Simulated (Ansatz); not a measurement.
Consider the cleavage of the Ge–Si bond: `C[SiH2][GeH2][PH2]` + H₂S → `[PH2][GeH2][SH]` + `C[SiH3]`.

Gas-phase electronic energies from Ansatz, PBE0-D4/def2-TZVP geometries. CCSD(T)/CBS is the MP2 limit (def2-TZVPP, def2-QZVPP) plus CCSD(T) − MP2 in def2-TZVPP, frozen cores. This one scheme is used for every species. Functionals use def2-TZVPP. For Ge outer-core shells are correlated without core-valence functions, which leaves a few kJ/mol of doubt a bond. Scalar relativity is left out up to krypton. One conformer a species, not always the lowest.

| species | PBE0-D4 energy (Eh) |
| --- | --- |
| `C[SiH2][GeH2][PH2]` | -2750.86025 |
| H₂S | -399.26288 |
| `[PH2][GeH2][SH]` | -2819.07798 |
| `C[SiH3]` | -331.05468 |

(1) Work out ΔE.

Largest T1 diagnostic among the species: 0.012.

## Answers

(1) ΔE = (-2819.07798) + (-331.05468) − (-2750.86025) − (-399.26288) = -0.00953 Eh = -25.0 kJ/mol. CCSD(T)/CBS gives -27.1 kJ/mol.

In def2-TZVPP, CCSD(T) changes the Hartree–Fock value by +16.3 kJ/mol (the triples alone add +0.7 kJ/mol) and MP2 by +11.6 kJ/mol. The D4 term adds +4.7 kJ/mol with B3LYP and +3.1 kJ/mol with PBE0; it sums over pairs of atoms, weighted by their polarisabilities, and B3LYP, whose exchange is more repulsive, gets the larger term.

B3LYP here is the variant with VWN-RPA as its local correlation; programs differ in this.
